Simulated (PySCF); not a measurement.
Species: phenylhydrazine, C₆H₈N₂.
Bonds: N1–N2, N2–C3, C3–C4 (aromatic), C4–C5 (aromatic), C5–C6 (aromatic), C6–C7 (aromatic), C7–C8 (aromatic), C3–C8 (aromatic). Hydrogens: H9, H10 on N1; H11 on N2; H12 on C4; H13 on C5; H14 on C6; H15 on C7; H16 on C8.

Structure optimised with GFN2-xTB, isolated species.

Q: What internal coordinates does the optimisation give?

A: 
```tsv
bond	length (pm)
N1–N2	140.6
N2–C3	138.2
C3–C4, C3–C8	139.6
C4–C5, C7–C8	138.1
C5–C6, C6–C7	138.5
N1–H9, N1–H10	102.0
N2–H11	101.2
C4–H12, C8–H16	108.1
C5–H13, C7–H15	108.0
C6–H14	107.9
```

Bonds in one row agree within 1 pm and their mean is given. A selection of angles:
```tsv
angle	degrees
N2–N1–H9	109.3
N2–N1–H10	111.6
H9–N1–H10	108.2
N1–N2–C3	122.7
N1–N2–H11	111.8
C3–N2–H11	115.6
N2–C3–C4	121.9
N2–C3–C8	119.3
C4–C3–C8	118.7
C3–C4–C5	120.3
C3–C4–H12	120.3
C5–C4–H12	119.4
C4–C5–C6	120.7
C4–C5–H13	119.3
C6–C5–H13	120.1
C5–C6–C7	119.3
C5–C6–H14	120.4
C6–C7–C8	120.5
```

Torsions: N1–N2–C3–C4 -21° (synperiplanar). The mirror-image conformer, all signs reversed, is as good.

The 6-membered ring C3–C4–C5–C6–C7–C8 has internal angles of 118.7° to 120.7°; it is planar, 0.00 Å rms from its mean plane, widest ring torsion 0°. Of the pairs four or more bonds apart, N1···H12 is among the closest relative to their van der Waals radii: 2.62 Å, 95 % of the sum of Bondi's values. N1 (hydrazine nitrogen) is pyramidal (angles 111.6°, 109.3° and 108.2°, sum 329.0°, 0.37 Å off the plane of its three neighbours). N2 (hydrazine nitrogen) has angles 122.7°, 115.6° and 111.8°, sum 350.1°, 0.23 Å off the plane of its three neighbours.

Point group: C1 (no symmetry element, even within 0.4 Å). Not checked by GFN2-xTB frequencies. One conformer, not necessarily the lowest (H–N1–N2–C3 77° and -43°, N1–N2–C3–C4 -21°).

The numbers are calculated, not measured.
